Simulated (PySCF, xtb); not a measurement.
C4H7FO2, SMILES F[C@@]1(C)[C@H]([C@H]1O)O.

Coordinates come from a PBE0-D3(BJ)/def2-SVP optimisation. The structure was generated by enumeration; whether it is a known compound was not checked. The values are those of a single conformer.

The numbers are results of PySCF with IEF-PCM-B3LYP/def2-SVP, not measurements.

The values are the electrostatic part of the solvation free energy, E(continuum) − E(gas) at the gas-phase geometry, in a cavity of scaled van der Waals radii (PySCF's table); cavitation and dispersion terms are not included. In vacuum the orbital gap is 7.70 eV. The dipole moment in vacuum is 2.40 D.

Computed values in water (ε = 78.36), toluene (ε = 2.37), acetonitrile (ε = 35.69):
| solvent | ε | ΔG(elec) (kcal/mol) | dipole (D) | gap (eV) |
|---|---|---|---|---|
| water | 78.36 | -6.4 | 2.99 | 7.93 |
| toluene | 2.37 | -3.0 | 2.67 | 7.81 |
| acetonitrile | 35.69 | -6.3 | 2.97 | 7.92 |

For comparison, GFN2-xTB/ALPB(water) (xtb, at the GFN2-xTB geometry, all terms of that model) gives -8.0 kcal/mol.
